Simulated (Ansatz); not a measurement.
`CB[Se]C` at its PBE0-D4/def2-TZVP geometry, where that method's forces vanish. Total charge 0; spin multiplicity 1.

| atom | x (Å) | y (Å) | z (Å) |
| --- | --- | --- | --- |
| C1 | -1.839 | 0.979 | 0.641 |
| B2 | -0.624 | 0.315 | -0.074 |
| Se3 | 0.838 | -0.373 | 0.934 |
| C4 | 2.014 | -1.058 | -0.462 |
| H5 | -1.966 | 2.004 | 0.273 |
| H6 | -2.761 | 0.455 | 0.363 |
| H7 | -1.779 | 1.011 | 1.730 |
| H8 | -0.564 | 0.212 | -1.266 |
| H9 | 1.550 | -0.876 | -1.429 |
| H10 | 2.971 | -0.544 | -0.401 |
| H11 | 2.159 | -2.126 | -0.309 |

Task: For each bond, give half the difference of the two atoms' forces along it (eV/Å; positive pushes the atoms apart) under PBE-D4, r2SCAN-D4, B3LYP-D4, ωB97M-V in def2-TZVPP. (Estimate.)

Result: Ansatz gave: 
| bond | length (Å) | PBE-D4 | r2SCAN-D4 | B3LYP-D4 | ωB97M-V |
| --- | --- | --- | --- | --- | --- |
| C1–B2 | 1.559 | -0.08 | -0.02 | 0.05 | 0.13 |
| C1–H5 | 1.096 | 0.14 | 0.00 | -0.04 | -0.07 |
| C1–H6 | 1.096 | 0.14 | 0.00 | -0.04 | -0.07 |
| C1–H7 | 1.092 | 0.12 | -0.02 | -0.02 | -0.06 |
| B2–Se3 | 1.904 | 0.08 | 0.06 | 0.15 | 0.01 |
| B2–H8 | 1.198 | 0.06 | -0.04 | -0.18 | -0.16 |
| Se3–C4 | 1.950 | 0.20 | 0.18 | 0.33 | 0.06 |
| C4–H9 | 1.088 | 0.09 | -0.05 | -0.09 | -0.06 |
| C4–H10 | 1.088 | 0.09 | -0.05 | -0.09 | -0.06 |
| C4–H11 | 1.088 | 0.09 | -0.05 | -0.09 | -0.06 |

B3LYP here is the variant with VWN-RPA as its local correlation; programs differ in this.
